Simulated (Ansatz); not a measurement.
Ideal-gas functions of CH4BNO, SMILES `NB1CO1` at 500 K and 1 bar, from an Ansatz frequency run at PBE0-D4/def2-TZVP.

Molar mass 56.86 g/mol, point group Cs (symmetry number 1), electronic degeneracy 1, moments of inertia 20.376, 80.016, 97.037 u Å². Harmonic wavenumbers (cm⁻¹, unscaled): 338, 377, 419, 546, 694, 864, 899, 933, 1093, 1100, 1246, 1470, 1587, 1724, 3108, 3187, 3636, 3739.

Use S(trans) = R[1.5 ln M + 2.5 ln T − 1.1517]; rotational temperatures θ = 24.2544 K / I; S(rot) = R[ln(√π/σ · √(T³/θAθBθC)) + 1.5]; for each mode x = 1.438777 ν̃/T, S = R[x/(eˣ − 1) − ln(1 − e⁻ˣ)] and H = RT x/(eˣ − 1); 1 cm⁻¹ = 0.0119627 kJ/mol; R = 8.31446 J/(mol·K).

Task: By hand: the entropy, in J/(mol·K).

Result: Translation 170.0. Rotation: θ = 1.1903, 0.3031, 0.25 K, giving 104.7. Vibration, mode by mode: 8.87, 8.03, 7.25, 5.36, 3.82, 2.60, 2.40, 2.22, 1.54, 1.52, 1.08, 0.64, 0.49, 0.35, 0.01, 0.01, 0.00, 0.00, in all 46.2. Electronic 0.0. Sum 320.9 J/(mol·K).

Task: By hand: H − E and G − E in kJ/mol, counted from the electronic energy.

Result: Zero-point energy ½ × 26960 × 0.0119627 = 161.3; thermal vibration 14.8; translation, rotation and pV give 4 RT = 16.6. H − E = 192.7 kJ/mol, and G − E = 192.7 − 500 × 320.9/1000 = 32.3 kJ/mol.

Vibration gives 14 % of the entropy. The sum counts one conformer and one mirror image; others add a mixing term.
